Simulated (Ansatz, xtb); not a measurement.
C3H6N2SeSi: 4 structures ranked

4 gas-phase structures of C3H6N2SeSi, from a drawn sample of its isomers (lower ones may exist). Each was relaxed with GFN2-xTB:

A. `[SiH3][Se]c1cnc[nH]1`, a singlet
B. `[SiH3]Cc1cn[se]n1`, a singlet
C. `C[SiH2]c1cn[se]n1`, a singlet
D. `[SiH3][Se]c1cn[nH]c1`, a singlet

Q: Which do you expect lowest at r2SCAN-D4/def2-SVP, and how would the others follow?

A: Calculated order at r2SCAN-D4/def2-SVP: A (0.0), D (10.7), C (18.8), B (23.7) kcal/mol.

Energies above the lowest of each column, in kcal/mol; the last columns are at B3LYP/def2-SVP geometries and were run for some of them only (a dash: not run or not comparable):

```
structure  GFN2-xTB  HF/STO-3G  r2SCAN-D4/def2-SVP  B3LYP/def2-SVP  CCSD(T)/def2-SVP + ΔMP2/def2-TZVPP
        A       0.0        0.0                 0.0             0.0                                 0.0
        D      13.7        9.0                10.7            11.7                                11.5
        C      31.8        8.5                18.8            19.6                                11.1
        B      23.0       19.4                23.7               –                                   –
```

Every level run on A puts it lowest or level with the lowest. CCSD(T)/def2-SVP + ΔMP2/def2-TZVPP orders those it was run on as A (0.0), C (11.1), D (11.5) kcal/mol. Less than 1 kcal/mol parts C and D, so the order within that pair means little. Flexible structures stand in one conformer each, not always the lowest. Frequencies (GFN2-xTB) were run for A, C, D alone. The ΔMP2 step shifts differences by up to 8.9 kcal/mol, which makes them less sure. ΔMP2 is the change of the MP2 energy from the smaller to the larger basis.

Over these structures GFN2-xTB departs from r2SCAN-D4/def2-SVP by 4.6 kcal/mol on average once a common shift is removed. A GFN2-xTB relaxation took about 0.19 s and the r2SCAN-D4/def2-SVP energy about 2.1 s on a shared host (Ansatz 0.2.0, xtb 6.7.1).
